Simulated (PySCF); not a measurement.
N2O, charge -1, doublet, at a GFN2-xTB geometry (a state made from the parent by changing its charge; the spin is typed, not shown lowest); WB97X/def2-SVPD (PySCF).

The PySCF input:
```python
from pyscf import gto, scf, dft

mol = gto.Mole()
mol.atom = '''
    N    -1.180458    0.149650   -0.080204
    N    -0.088954   -0.306126    0.078258
    O     1.110735    0.136916    0.001703
'''
mol.basis = 'def2-svpd'
mol.charge = -1
mol.spin = 1
mol.verbose = 4
mol.build()

mf = dft.UKS(mol)
mf.xc = 'wb97x'
mf.grids.atom_grid = (99, 590)
mf.grids.prune = None
mf.kernel()
```

What the program printed (banner, timings and long lists left out):

```
PySCF version 2.14.0

[INPUT] verbose = 4
[INPUT] num. atoms = 3
[INPUT] num. electrons = 23
[INPUT] charge = -1
[INPUT] spin (= nelec alpha-beta = 2S) = 1
[INPUT] symmetry False subgroup None
[INPUT] Mole.unit = angstrom
[INPUT] Symbol           X                Y                Z      unit          X                Y                Z       unit  Magmom
[INPUT]  1 N     -1.180458000000   0.149650000000  -0.080204000000 AA   -2.230742321552   0.282797514541  -0.151563594095 Bohr   0.0
[INPUT]  2 N     -0.088954000000  -0.306126000000   0.078258000000 AA   -0.168098697685  -0.578494299609   0.147886187056 Bohr   0.0
[INPUT]  3 O      1.110735000000   0.136916000000   0.001703000000 AA    2.098984946969   0.258733742071   0.003218203590 Bohr   0.0

nuclear repulsion = 57.7831394269637
number of shells = 25
number of NR pGTOs = 93
number of NR cGTOs = 63
basis = def2-svpd
ecp = {}

******** <class 'pyscf.dft.uks.UKS'> ********
method = UKS
initial guess = minao
damping factor = 0
level_shift factor = 0
DIIS = <class 'pyscf.scf.diis.CDIIS'>
diis_start_cycle = 1
diis_space = 8
diis_damp = 0
SCF conv_tol = 1e-09
SCF conv_tol_grad = None
SCF max_cycles = 50
direct_scf = True
direct_scf_tol = 1e-13
number electrons alpha = 12  beta = 11
XC library pyscf.dft.libxc version 7.1.2
    S. Lehtola, C. Steigemann, M. J. T. Oliveira, and M. A. L. Marques,  SoftwareX 7, 1–5 (2018)
XC functionals = wb97x
    J.-D. Chai and M. Head-Gordon,  J. Chem. Phys. 128, 084106 (2008)
radial grids:
    Treutler-Ahlrichs [JCP 102, 346 (1995); DOI:10.1063/1.469408] (M4) radial grids

becke partition: Becke, JCP 88, 2547 (1988); DOI:10.1063/1.454033
pruning grids: None
grids dens level: 3
symmetrized grids: False
atomic radii adjust function: <function treutler_atomic_radii_adjust>
User specified grid scheme (99, 590)
small_rho_cutoff = 0
Set gradient conv threshold to 3.16228e-05
tot grids = 175232
init E= -184.627846732101

cycle= 1 E= -184.351744016015  delta_E= 0.276  |g|= 0.551  |ddm|=  1.6
cycle= 2 E= -184.259991943831  delta_E= 0.0918  |g|= 0.775  |ddm|= 1.08
cycle= 3 E= -184.471931691279  delta_E= -0.212  |g|= 0.0919  |ddm|= 0.574
cycle= 4 E= -184.474523475363  delta_E= -0.00259  |g|= 0.0529  |ddm|= 0.132
cycle= 5 E= -184.475777402308  delta_E= -0.00125  |g|= 0.0101  |ddm|= 0.0676
cycle= 6 E= -184.475895544759  delta_E= -0.000118  |g|= 0.0043  |ddm|= 0.0388
cycle= 7 E= -184.475938217452  delta_E= -4.27e-05  |g|= 0.0026  |ddm|= 0.0167
cycle= 8 E= -184.475968170408  delta_E= -3e-05  |g|= 0.00139  |ddm|= 0.0176
cycle= 9 E= -184.475980672935  delta_E= -1.25e-05  |g|= 0.000641  |ddm|= 0.0139
cycle= 10 E= -184.475983651554  delta_E= -2.98e-06  |g|= 0.000272  |ddm|= 0.00706
cycle= 11 E= -184.475984044294  delta_E= -3.93e-07  |g|= 0.000134  |ddm|= 0.00195
cycle= 12 E= -184.475984130949  delta_E= -8.67e-08  |g|= 7.9e-05  |ddm|= 0.000676
cycle= 13 E= -184.475984163721  delta_E= -3.28e-08  |g|= 4.54e-05  |ddm|= 0.000402
cycle= 14 E= -184.475984171337  delta_E= -7.62e-09  |g|= 1.64e-05  |ddm|= 0.000229
cycle= 15 E= -184.475984172261  delta_E= -9.24e-10  |g|= 6.93e-06  |ddm|= 9.64e-05
Extra cycle  E= -184.475984172286  delta_E= -2.56e-11  |g|= 8.98e-06  |ddm|= 2.03e-05
converged SCF energy = -184.475984172286  <S^2> = 0.756426  2S+1 = 2.0064157
```
